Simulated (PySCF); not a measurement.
**A barrier at the coupled-cluster level**

Start structure (CH7BSe, singlet), relaxed at PBE0-D4/def2-TZVP:

B1  (0.684, 0.550, -0.040)
C2  (-0.881, 0.763, -0.242)
H3  (1.193, 1.022, 0.953)
H4  (1.396, 0.634, -1.017)
H5  (0.286, -2.218, -0.615)
Se6  (1.089, -1.533, 0.412)
H7  (-1.299, 0.198, -1.082)
H8  (-1.476, 0.531, 0.647)
H9  (-1.058, 1.822, -0.464)
H10  (0.068, -1.813, 1.436)
(Å)

The step: CH₅B ([BH2][CH3]) + H₂Se → BH₃Se ([BH2][SeH]) + CH₄; bonds formed: C2–H5; dative contacts that become bonds: B1–Se6; bonds broken: B1–C2, H5–Se6. PySCF 2.14 with density fitting (its default auxiliary sets; JK sets also for MP2 and CCSD(T)); basis: def2-TZVPP and def2-QZVPP; cores frozen in the correlated methods. Filled d shells of the heavier atoms are correlated. The def2 sets are not built for correlating such inner shells, so the correlated values are less sure here. Extrapolation: Hartree–Fock as exp(−7.88 √X), correlation as X^−2.97. Energies below are by CCSD(T) at an estimated basis limit (MP2 extrapolated from triple and quadruple zeta, plus CCSD(T) − MP2 in triple zeta).

**Question.** What are the electronic barrier and the energy of the step, from the start structure to the end structure? (To be estimated.)

**Answer.** The calculation gives: Barrier 0.899 eV; step energy -0.676 eV (downhill); reverse barrier, their difference, 1.576 eV. Barrier and step energy count from the start structure, the reverse barrier from the end structure.

The saddle point: One imaginary mode of 821i cm⁻¹.
```
  pair  start (Å)  saddle (Å)  end (Å)
B1–Se6       2.17        2.20     1.90
 C2–H5       3.22        1.48     1.09
 B1–C2       1.59        1.72     3.61
H5–Se6       1.47        1.74     3.52
```

Zero-point energy (harmonic, PBE0-D4): ZPE is 2.029 eV at the start and 1.997 eV at the saddle, so the barrier goes from 0.899 to 0.867 eV.

No T1 diagnostic of these runs exceeds 0.012. The end structure is not quite a true minimum (one mode of 39i cm⁻¹).

Labels in which every atom is bracketed show which atoms are joined, not bond orders.

For scale, one of the runs: CCSD(T)/def2-TZVPP, 208 basis functions, launched by `OMP_NUM_THREADS=4 python run.py`. Hardware: 4 CPU threads of an AMD EPYC 7R43, shared host. Wall time 7.7 min; peak host memory 3.3 GiB.
